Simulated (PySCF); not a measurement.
oxetan-3-ylmethanol (C4H8O2), SMILES C1(CO)COC1.

Geometry optimised at PBE-D3(BJ)/def2-SVP. Other conformers were not sampled.

All values below come from TDDFT-CAM-B3LYP/def2-SVPD run with PySCF 2.14.0.

Vertical excitations. Isolated molecule, no solvent.

Computed lowest excited states:
```json
[
 {"state": "S1", "energy (eV)": "7.00", "λ (nm)": "177", "f": "0.003", "main pairs": "HOMO−1→LUMO 55 %, HOMO→LUMO 20 %"},
 {"state": "S2", "energy (eV)": "7.01", "λ (nm)": "177", "f": "0.004", "main pairs": "HOMO→LUMO+1 37 %, HOMO→LUMO+2 32 %, HOMO→LUMO+4 9 %, HOMO−1→LUMO 6 %"},
 {"state": "S3", "energy (eV)": "7.33", "λ (nm)": "169", "f": "0.025", "main pairs": "HOMO→LUMO 43 %, HOMO−1→LUMO 16 %, HOMO→LUMO+1 11 %, HOMO→LUMO+4 11 %"},
 {"state": "S4", "energy (eV)": "7.58", "λ (nm)": "164", "f": "0.001", "main pairs": "HOMO→LUMO+1 38 %, HOMO→LUMO+2 32 %, HOMO→LUMO 12 %"},
 {"state": "S5", "energy (eV)": "7.97", "λ (nm)": "155", "f": "0.004", "main pairs": "HOMO→LUMO+3 68 %"},
 {"state": "S6", "energy (eV)": "8.31", "λ (nm)": "149", "f": "0.025", "main pairs": "HOMO→LUMO+4 47 %, HOMO→LUMO 10 %, HOMO→LUMO+2 8 %"},
 {"state": "S7", "energy (eV)": "8.33", "λ (nm)": "149", "f": "0.027", "main pairs": "HOMO−1→LUMO+1 65 %"},
 {"state": "S8", "energy (eV)": "8.50", "λ (nm)": "146", "f": "0.009", "main pairs": "HOMO−1→LUMO+2 29 %, HOMO−2→LUMO 25 %, HOMO−1→LUMO+3 13 %"},
 {"state": "S9", "energy (eV)": "8.56", "λ (nm)": "145", "f": "0.002", "main pairs": "HOMO−3→LUMO 26 %, HOMO−1→LUMO+2 21 %, HOMO−2→LUMO 16 %, HOMO−1→LUMO+3 11 %"},
 {"state": "S10", "energy (eV)": "8.65", "λ (nm)": "143", "f": "0.018", "main pairs": "HOMO−1→LUMO+3 49 %, HOMO−1→LUMO+2 15 %"},
 {"state": "T1", "energy (eV)": "6.66", "λ (nm)": "186", "f": "0", "main pairs": "HOMO→LUMO+2 29 %, HOMO→LUMO+4 19 %, HOMO→LUMO+1 15 %, HOMO−1→LUMO 15 %"},
 {"state": "T2", "energy (eV)": "6.71", "λ (nm)": "185", "f": "0", "main pairs": "HOMO−1→LUMO 51 %, HOMO→LUMO+2 12 %"},
 {"state": "T3", "energy (eV)": "7.09", "λ (nm)": "175", "f": "0", "main pairs": "HOMO→LUMO 39 %, HOMO→LUMO+1 34 %, HOMO→LUMO+3 7 %, HOMO→LUMO+4 7 %"},
 {"state": "T4", "energy (eV)": "7.41", "λ (nm)": "167", "f": "0", "main pairs": "HOMO→LUMO+1 36 %, HOMO→LUMO+2 23 %, HOMO→LUMO 18 %, HOMO→LUMO+3 6 %"}
]
```
Triplets are in the Tamm–Dancoff approximation, which puts them higher than full response would, so one can lie above its singlet here.
